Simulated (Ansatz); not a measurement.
Question: Name a neutral molecule of Al, O, Se and H with LUMO energy (B3LYP/def2-TZVPP) between -1.05 and -0.75 eV and LUMO energy (PBE/def2-TZVPP) between -1.60 and -1.30 eV (Ansatz, PBE0-D4/def2-TZVP geometry).

Answer: `[OH][Al]([OH])[SeH]` (-0.93 eV, -1.45 eV). Other molecules can fit too; these were computed, each in one conformer that needn't be the lowest.

B3LYP here is the variant with VWN-RPA as its local correlation; programs differ in this.
